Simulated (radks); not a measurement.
Tc16+, 27 electrons, occupied as [Ar] 3d9.

Method: non-relativistic Kohn-Sham, LB94 model potential, spin-polarised, spherical densities, point nucleus; open shells are filled with parallel spins first (spin-orbit coupling, left out, can overturn this in heavy ions); relativity is left out, which matters for an element this heavy; computed with a radial shooting solver on a logarithmic mesh with Libxc functionals.

Energy parts (Ry):
| part | energy |
|---|---|
| kinetic | 8220.61670 |
| electron-nucleus | -18713.77489 |
| Hartree | 2511.47524 |
(The LB94 potential has no energy functional, so no total or exchange-correlation energy is given.)

Orbitals (lengths in bohr, moments of r in powers of bohr; <r^-3> diverges for s and p1/2; r(90%) holds 90 % of the orbital's charge):
[
 {"orbital": "1s down", "occ.": "1", "eigenvalue (Ry)": "-1533.017", "<r^-3>": "-", "r(90%)": "0.0629"},
 {"orbital": "1s up", "occ.": "1", "eigenvalue (Ry)": "-1533.012", "<r^-3>": "-", "r(90%)": "0.0629"},
 {"orbital": "2s up", "occ.": "1", "eigenvalue (Ry)": "-242.2146", "<r^-3>": "-", "r(90%)": "0.237"},
 {"orbital": "2s down", "occ.": "1", "eigenvalue (Ry)": "-242.2073", "<r^-3>": "-", "r(90%)": "0.237"},
 {"orbital": "2p down", "occ.": "3", "eigenvalue (Ry)": "-226.4531", "<r^-3>": "2520", "r(90%)": "0.214"},
 {"orbital": "2p up", "occ.": "3", "eigenvalue (Ry)": "-226.4494", "<r^-3>": "2519", "r(90%)": "0.214"},
 {"orbital": "3s up", "occ.": "1", "eigenvalue (Ry)": "-65.84500", "<r^-3>": "-", "r(90%)": "0.616"},
 {"orbital": "3s down", "occ.": "1", "eigenvalue (Ry)": "-65.69298", "<r^-3>": "-", "r(90%)": "0.617"},
 {"orbital": "3p up", "occ.": "3", "eigenvalue (Ry)": "-59.67826", "<r^-3>": "438.0", "r(90%)": "0.617"},
 {"orbital": "3p down", "occ.": "3", "eigenvalue (Ry)": "-59.52373", "<r^-3>": "437.1", "r(90%)": "0.618"},
 {"orbital": "3d up", "occ.": "5", "eigenvalue (Ry)": "-48.45363", "<r^-3>": "67.84", "r(90%)": "0.602"},
 {"orbital": "3d down", "occ.": "4", "eigenvalue (Ry)": "-48.30535", "<r^-3>": "67.86", "r(90%)": "0.602"},
 {"orbital": "4s up", "occ.": "0", "eigenvalue (Ry)": "-29.35836", "<r^-3>": "-", "r(90%)": "1.26"},
 {"orbital": "4s down", "occ.": "0", "eigenvalue (Ry)": "-29.30781", "<r^-3>": "-", "r(90%)": "1.26"},
 {"orbital": "4p up", "occ.": "0", "eigenvalue (Ry)": "-27.10545", "<r^-3>": "122.9", "r(90%)": "1.30"},
 {"orbital": "4p down", "occ.": "0", "eigenvalue (Ry)": "-27.05682", "<r^-3>": "122.6", "r(90%)": "1.30"}
]

The highest occupied level is 3d down at -657.23 eV. Spin moment in Bohr magnetons: 1. For comparison, the ionisation energy in NIST's Atomic Spectra Database is 655 eV (theoretical). In exact Kohn-Sham theory the highest level is minus the ionisation energy, but local and semilocal functionals leave it too shallow, through self-interaction and a potential that decays too fast; potentials with the right tail come closer.
